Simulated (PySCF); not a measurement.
Cd(Me) (CH₃Cd), SMILES [CH3][Cd+], charge +1. The structure is a stationary point at PBE-D3(BJ)/def2-TZVP. The spin state was assumed, not searched. The isomer is the one that the SMILES or the coordinates give; other isomers of the formula were not compared. The def2 effective core potentials stand for the cores of Cd; spin–orbit coupling is left out.

### Question
Give the equilibrium geometry at PBE-D3(BJ)/def2-TZVP (PySCF confirms it by a frequency run) as bond lengths and angles, and its point group. (The exact figures need the calculation; the answer reports its results.)

### Answer
point group C3v.
Atoms: Cd1 C2 H3 H4 H5. Bonded distances (Å): Cd1–C2 2.174, C2–H3 1.094, C2–H4 1.094, C2–H5 1.094. Angles (°): Cd1–C2–H3 102.9, Cd1–C2–H4 102.9, Cd1–C2–H5 102.9, H3–C2–H4 115.2, H3–C2–H5 115.2, H4–C2–H5 115.2.
Charge +1, spin multiplicity 1.
